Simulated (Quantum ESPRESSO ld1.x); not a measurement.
Values are calculated unless marked as measured or tabulated.
Task: These are the eigenvalues of the occupied orbitals of an atom or ion with whole-number occupations (eV). Level of theory: Dirac Kohn-Sham, Engel-Vosko exchange with Perdew-Wang LDA correlation, spin-unpolarised, spherical densities, point nucleus (ld1.x of Quantum ESPRESSO 7.5).

| orbital | eigenvalue |
|---|---|
| 1s1/2 | -67327.6 |
| 2s1/2 | -11596.1 |
| 2p1/2 | -11077.8 |
| 2p3/2 | -9808.39 |
| 3s1/2 | -2689.45 |
| 3p1/2 | -2460.41 |
| 3p3/2 | -2187.01 |
| 3d3/2 | -1803.31 |
| 3d5/2 | -1743.76 |
| 4s1/2 | -582.511 |
| 4p1/2 | -488.228 |
| 4p3/2 | -425.445 |
| 4d3/2 | -271.214 |
| 4d5/2 | -259.675 |
| 5s1/2 | -114.672 |
| 5p1/2 | -87.0646 |
| 5p3/2 | -77.9639 |
| 4f5/2 | -68.0233 |
| 4f7/2 | -66.0335 |
| 5d3/2 | -41.7660 |
| 5d5/2 | -40.8505 |

Which element is it, and in what charge state? The configuration may be excited. Open shells, if any, are shared by 2j + 1.

Result: Z = 73, tantalum, charge +4: Ta4+ in [Xe] 4f14 5d1. The list shows which subshells hold electrons but not how many an open one holds; the 1s level, -2474.2 hartree, gives Z - s = 70.3 by -(Z - s)^2/2, which with screening and relativity narrows Z to a few neighbours, and the depths of the outer levels then fix element, charge and occupations together.
